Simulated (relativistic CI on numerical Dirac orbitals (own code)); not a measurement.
**Spin-allowed bands of a d3 ion in a tetrahedral site, by hand**

Problem. Take Δ = 7200 cm⁻¹ and B = 860 cm⁻¹ for a d3 ion in a tetrahedral site. Calculate the three spin-allowed bands.

Working.
1. The terms of highest spin are 4F (energy 0) and 4P (15B = 12900 cm⁻¹). Here the F term splits into A2 at +1.2Δ = 8640, T2 at +0.2Δ = 1440 and T1 at −0.6Δ = -4320 cm⁻¹.
2. The two T1 states mix through the element 0.4Δ: H = [[-4320, 2880], [2880, 12900]], with roots ½(H₁₁ + H₂₂) ∓ ½√[(H₂₂ − H₁₁)² + 4H₁₂²] = ½(8580) ∓ ½(18158) = -4789 and 13369 cm⁻¹.
3. The ground term is 4T1 at -4789 cm⁻¹.
4. Bands: 4T2 6229 cm⁻¹ (1605 nm), 4A2 13429 cm⁻¹ (745 nm), 4T1(P) 18158 cm⁻¹ (551 nm).

Check. Exact diagonalisation of the whole d3 shell with these parameters gives 4T2 6229, 4A2 13429, 4T1 18158 cm⁻¹. The match is exact, since without spin-orbit coupling no other term has this spin. The ratio of the second band to the first, 2.156, depends on Δ/B = 8.4 alone, which is how a Tanabe-Sugano diagram is read.
